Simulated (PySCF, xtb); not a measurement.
BCl2, SMILES Cl[B]Cl (connectivity only; charge and spin as stated), charge +1, multiplicity 1.

Harmonic wavenumbers (cm⁻¹) from GFN2-xTB in xtb at its own minimum, in rising order: 301, 301, 558, 1372.

Task: What does PBE-D3(BJ)/def2-TZVP (PySCF 2.14.0) give at its own minimum? (An estimate is asked for; the answer gives what the named calculation found.)

Result: 317, 317, 550, 1454. Paired by order, the mean absolute difference is 30 cm⁻¹ and the zero-point energies are 3.6 and 3.8 kcal/mol.
